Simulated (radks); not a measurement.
Problem. Numerical settings for neutral titanium, [Ar] 3d2 4s2. All-electron calculation, non-relativistic Kohn-Sham, r2SCAN, spin-polarised, spherical densities, point nucleus; open shells are filled with parallel spins first; meta-GGA in the generalised Kohn-Sham scheme. Program: a radial shooting solver on a logarithmic mesh with Libxc functionals. The defaults (mesh step 0.008 in ln r, mesh end at 40 bohr or more with all orbitals vanishing there, Anderson mixing 0.5 over 9 steps, residual threshold near 1e-9 with the energy settled to 1e-9 hartree or 1e-11 of itself, here a cap of 59 iterations) give E = -849.276 hartree and 4s at -4.211 eV in 16 iterations. Run on one thread of a shared host, so times are rough (Arm Neoverse N1): 0.23 s of CPU time, 0.23 s wall, 16 iterations on 2669 mesh points. One setting is changed at a time: mesh step in ln r 0.08; mesh step in ln r 0.005; mesh step in ln r 0.02; mesh end (bohr) 8; mesh end (bohr) 2; residual threshold 0.01; residual threshold 1e-16; mixing 1; linear mixing, mixing 1; linear mixing, mixing 0.05; mixing history 20; iteration cap 3. Which runs fail to converge, and which converge to a wrong energy?

Solution. Not converged within the cap: mesh step in ln r 0.08; mesh step in ln r 0.02; residual threshold 1e-16; linear mixing, mixing 1; linear mixing, mixing 0.05; iteration cap 3. Settled on a wrong energy, with an occupied level pushed above zero by the early mesh end: mesh end (bohr) 2 (+11.3 hartree). Apart from these: settings that end as converged yet miss the energy by more than 1 mhartree: mesh end (bohr) 8 (+0.00824 hartree).
